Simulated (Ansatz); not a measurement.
## Molecular dynamics of CH$_{5}$Cl$_{3}$Si

input.yaml

```yaml
crystal:
  periodic: [false, false, false]
  atoms:
    - { symbol: Si, position_ang: [-0.600737, 0.728308, -0.021505] }
    - { symbol: H, position_ang: [-1.511425, -0.548578, -0.539563] }
    - { symbol: Cl, position_ang: [-0.923033, 1.58184, -1.89504] }
    - { symbol: Cl, position_ang: [-1.91034, 0.870609, 1.593199] }
    - { symbol: Cl, position_ang: [0.863184, 2.104162, 0.673401] }
    - { symbol: H, position_ang: [-0.420919, -0.869761, -0.296443] }
    - { symbol: C, position_ang: [0.888531, -0.823602, 0.083486] }
    - { symbol: H, position_ang: [1.660344, -0.391485, -0.579166] }
    - { symbol: H, position_ang: [0.783069, -1.907679, -0.167418] }
    - { symbol: H, position_ang: [1.171329, -0.743916, 1.148949] }
basis:
  gaussian: { orbitals: def2-SVP }
hamiltonian:
  xc: pbe
  dispersion: d4
md:
  timestep: 0.5
  n_steps: 200
  ensemble: nve
  temperature: 100.0
  initial_velocities: maxwell_boltzmann
  seed: 8613
```

Command:

```bash
$ ansatz run input.yaml --threads 2 --pin off --max-ram 3072MiB --backend cpu --events-out ev --progress --plain --runs-dir out
```

It starts at the highest image of a converged band. Of that band: Neighbouring images differ by up to 2.4 eV, so the band resolves the path poorly. A vibrational analysis at the climbing image gives one clearly imaginary mode, 1279i cm⁻¹: a first-order saddle point.

Output, in part (step lines, the closing report, with atoms numbered from 0):

```
md step     0: t =     0.00 fs  T =   100.0 K  F+E_penalty+E_count = -46529.20830365 eV  E_kin = 0.103408 eV  conserved = -46529.10489565 eV  (28 SCF iters)
md step     1: t =     0.50 fs  T =    97.2 K  F+E_penalty+E_count = -46529.20538864 eV  E_kin = 0.100541 eV  conserved = -46529.10484793 eV  (30 SCF iters)
md step     2: t =     1.00 fs  T =    89.7 K  F+E_penalty+E_count = -46529.19742618 eV  E_kin = 0.092717 eV  conserved = -46529.10470911 eV  (31 SCF iters)
md step     3: t =     1.50 fs  T =    79.4 K  F+E_penalty+E_count = -46529.18661176 eV  E_kin = 0.082090 eV  conserved = -46529.10452135 eV  (30 SCF iters)
md step     4: t =     2.00 fs  T =    69.2 K  F+E_penalty+E_count = -46529.17590211 eV  E_kin = 0.071559 eV  conserved = -46529.10434310 eV  (30 SCF iters)
md step     5: t =     2.50 fs  T =    61.8 K  F+E_penalty+E_count = -46529.16809928 eV  E_kin = 0.063869 eV  conserved = -46529.10422985 eV  (30 SCF iters)
md step     6: t =     3.00 fs  T =    58.8 K  F+E_penalty+E_count = -46529.16498610 eV  E_kin = 0.060773 eV  conserved = -46529.10421332 eV  (31 SCF iters)
md step     7: t =     3.50 fs  T =    60.5 K  F+E_penalty+E_count = -46529.16683100 eV  E_kin = 0.062541 eV  conserved = -46529.10429009 eV  (30 SCF iters)
[... lines left out ...]
Total energy: -46530.98504648 eV, -1709.9821606236 hartree
Atom 0 at    -0.031049     1.060600     0.181335 Å, force    -1.012230    -2.180258    -0.803563 eV/Å
Atom 1 at    -8.974148    -5.609740    -3.228784 Å, force    -0.137493    -0.094030    -0.076579 eV/Å
Atom 2 at    -1.053572     1.277830    -1.664325 Å, force     0.900584     0.748330    -0.152049 eV/Å
Atom 3 at    -1.819901     0.692269     1.216498 Å, force     0.271062     0.550478     1.002109 eV/Å
Atom 4 at     1.128493     2.642054     0.889277 Å, force    -0.374030    -0.573598    -0.317863 eV/Å
Atom 5 at    -9.554151    -6.007272    -3.551884 Å, force     0.137528     0.094081     0.076600 eV/Å
Atom 6 at     0.479473    -0.855654    -0.036701 Å, force    -1.460824     1.371199     0.084919 eV/Å
Atom 7 at     1.115607    -1.144515    -0.867183 Å, force     0.577389     0.188241    -0.598504 eV/Å
Atom 8 at    -0.597431    -1.112534    -0.318562 Å, force     1.033399    -0.151617     0.283908 eV/Å
Atom 9 at     0.773721    -1.417120     0.855387 Å, force     0.064615     0.047173     0.501023 eV/Å
Dipole moment:     0.365333    -0.198637     0.061137 e Å
```

The steps, from the saved trajectory:

```csv
time (fs),T (K),potential energy less start (eV),conserved less start (meV/atom)
0.0,100,0.000,0.00
3.0,59,0.043,0.07
6.0,86,0.015,0.03
9.0,162,-0.063,0.10
12.0,501,-0.414,0.00
15.0,954,-0.883,0.07
18.0,1468,-1.415,0.00
21.0,1842,-1.803,-0.20
24.0,1964,-1.928,-0.07
27.0,2030,-1.995,0.05
30.0,2067,-2.035,-0.11
33.0,2115,-2.085,-0.20
36.0,2119,-2.087,0.07
39.0,2269,-2.242,0.17
42.0,2470,-2.451,0.00
45.0,2610,-2.597,-0.17
48.0,2611,-2.598,-0.16
51.0,2462,-2.442,0.13
54.0,2436,-2.416,-0.06
57.0,2344,-2.321,-0.09
60.0,2281,-2.256,-0.05
63.0,2197,-2.167,0.15
66.0,2206,-2.177,0.07
69.0,2270,-2.246,-0.21
72.0,2200,-2.174,-0.20
75.0,2005,-1.970,0.04
78.0,1780,-1.736,0.17
81.0,1682,-1.637,-0.05
84.0,1613,-1.565,-0.10
87.0,1604,-1.556,-0.06
90.0,1582,-1.531,0.12
93.0,1681,-1.636,-0.10
96.0,1754,-1.712,-0.18
99.0,1756,-1.713,0.03
```

All steps were run. The conserved energy stayed within 0.25 meV per atom of its start (net change -0.15 meV per atom), so the integration is sound. The system heated up, since it started high on the potential surface and ran downhill. A run of 0.1 ps of so small a system gives no equilibrium averages. The orbitals stay closed-shell, which can raise the energy where a bond breaks towards radicals; this wasn't checked here.

The step under study would form Si1–C7, H2–H6 and break Si1–H2, H6–C7. These pairs go: Si1–C7 2.15 → 2.00 Å, H2–H6 1.16 → 0.77 Å, Si1–H2 1.65 → 11.67 Å, H6–C7 1.36 → 11.81 Å. In the last frame they stand as after the step (other bonds may differ from the relaxed reactants and products). Also parted: Si1–H6 1.63 → 12.43 Å. It ends as CH3Cl3Si + H2. Pairs count as bonded within 1.25 times the sum of covalent radii (0.12 Å more for H–H).

Last frame:

```xyz
10
Properties=species:S:1:pos:R:3
Si -0.031 1.061 0.181
H -8.974 -5.610 -3.229
Cl -1.054 1.278 -1.664
Cl -1.820 0.692 1.216
Cl 1.129 2.642 0.889
H -9.554 -6.007 -3.552
C 0.479 -0.856 -0.037
H 1.116 -1.145 -0.867
H -0.597 -1.113 -0.319
H 0.774 -1.417 0.855
```

Time of the run: 6.9 min on 2 threads of Arm Neoverse V1, with other jobs on the host, peak memory 0.17 GiB.
